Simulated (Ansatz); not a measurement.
Method: frozen-core CCSD(T)/def2-TZVPP // BP86-D3(BJ)/def2-SVP in Ansatz (a program for electronic structure).

Ansatz 0.2 input:
```yaml
crystal:
  periodic: [false, false, false]
  atoms:
    - { symbol: Zr, position_ang: [-0.155757, -0.034372, -0.075587] }
    - { symbol: N, position_ang: [-1.305166, -1.740982, -0.196713] }
    - { symbol: H, position_ang: [-1.028152, -2.719774, -0.052667] }
    - { symbol: H, position_ang: [-2.328208, -1.721994, -0.308037] }
    - { symbol: N, position_ang: [1.638757, -0.454992, 0.845777] }
    - { symbol: H, position_ang: [2.423452, -0.908232, 0.35718] }
    - { symbol: H, position_ang: [1.965676, -0.203766, 1.786721] }
    - { symbol: N, position_ang: [-1.189204, 1.381059, 1.006808] }
    - { symbol: H, position_ang: [-1.369995, 2.368791, 0.790468] }
    - { symbol: H, position_ang: [-1.712961, 1.150635, 1.862797] }
    - { symbol: N, position_ang: [0.228175, 0.679554, -1.969601] }
    - { symbol: H, position_ang: [1.010822, 1.314757, -2.178464] }
    - { symbol: H, position_ang: [-0.208811, 0.422035, -2.86287] }
basis:
  gaussian: { orbitals: def2-TZVPP }
correlation:
  method: ccsd_t
```

Output:

```
Functional definition: HF
1756 factors; integrals over basis functions are off by at most 1.1e-3 eV
mean field evaluation 1: about -7316.0632 eV, gradient 7.3e1 eV
mean field evaluation 2: about -7316.1629 eV, gradient 7.3e1 eV
mean field evaluation 4: about -7326.3330 eV, gradient 4.0e0 eV
mean field evaluation 8: about -7326.4234 eV, gradient 3.0e-1 eV
mean field evaluation 16: about -7326.4239 eV, gradient 1.7e-6 eV
mean field -7326.42386452 eV, -269.2411109927 hartree, gradient 1.7e-6 eV, S^2 0.000000; 0 other end points of the search recorded, 0 dependent functions left out
4 core orbitals not correlated
reference -7326.42386452 eV, -269.2411109927 hartree; 20, 20 occupied and 268, 268 virtual orbitals, 1756 factors
second order -33.54661399 eV of doubles, -0.00000000 eV of singles
cycle   1  -33.19642911 eV  change    3.5e-1 eV  update   1.5e-1
cycle   2  -33.94341003 eV  change   -7.5e-1 eV  update   5.2e-2
cycle   3  -34.18490106 eV  change   -2.4e-1 eV  update   2.9e-2
cycle   4  -34.17207268 eV  change    1.3e-2 eV  update   9.4e-3
cycle   5  -34.16581993 eV  change    6.3e-3 eV  update   4.2e-3
cycle   6  -34.16790006 eV  change   -2.1e-3 eV  update   1.3e-3
cycle   7  -34.16733894 eV  change    5.6e-4 eV  update   5.5e-4
cycle   8  -34.16723706 eV  change    1.0e-4 eV  update   1.4e-4
cycle   9  -34.16731445 eV  change   -7.7e-5 eV  update   6.3e-5
cycle  10  -34.16729554 eV  change    1.9e-5 eV  update   2.0e-5
perturbative correction -1.47214704 eV, -0.0541004057 hartree
Total energy: -7362.06330710 eV, -270.5508363501 hartree
```

Cost: around 20 core-minutes (rough).
